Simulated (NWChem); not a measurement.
## Relativistic effects in diantimony (Sb₂)

SMILES: [Sb]#[Sb]
```xyz
2

Sb     0.0000     0.0000     1.2580
Sb     0.0000     0.0000    -1.2580
```
Charge 0, spin multiplicity 1.

Everything below was run with NWChem. Structure: optimised with PBE/def2-SVP with def2 effective core potentials on Sb, a minimum by its harmonic frequencies.

Functional PBE, all-electron basis x2c-SVPall-2c, contracted for the X2C Hamiltonian and used here with ZORA. The ion keeps the geometry and has multiplicity 2 in the scalar run; the spin-orbit run starts from the same electron counts.

The cost column gives rough processor time relative to scalar ZORA; each entry includes its own SCF.

The stability of the SCF solutions was not checked.

```
Hamiltonian      ΔSCF ionisation energy (eV)  HOMO (eV)  LUMO (eV)  gap (eV)  relative cost
---------------  ---------------------------  ---------  ---------  --------  -------------
scalar ZORA                             8.54      -5.62      -3.34      2.28              1
spin-orbit ZORA                         8.33      -5.42      -3.51      1.91        under 3
```

From scalar ZORA to spin-orbit ZORA the ionisation energy drops by 0.21 eV.
